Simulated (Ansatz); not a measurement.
`[CH3][GeH2][C](=N)F`, charge 0, multiplicity 1.

Task: Give a relaxed structure at PBE0-D4/def2-TZVP (the Gaussian-basis code of Ansatz). (Best estimate.)

Result: Ansatz gave: 
Z-matrix (Å, degrees):
```
C
Ge 1 1.946
H 1 1.090 2 110.3
H 1 1.090 2 110.3 3 -120.3
H 1 1.090 2 109.6 3 119.9
C 2 1.981 1 109.2 3 -61.6
H 2 1.537 1 111.6 3 179.3
H 2 1.539 1 112.5 3 55.2
F 6 1.350 2 111.3 1 -54.7
N 6 1.247 2 131.7 1 124.5
H 10 1.016 6 110.8 2 0.7
```
This is one stationary point; other conformers may exist.
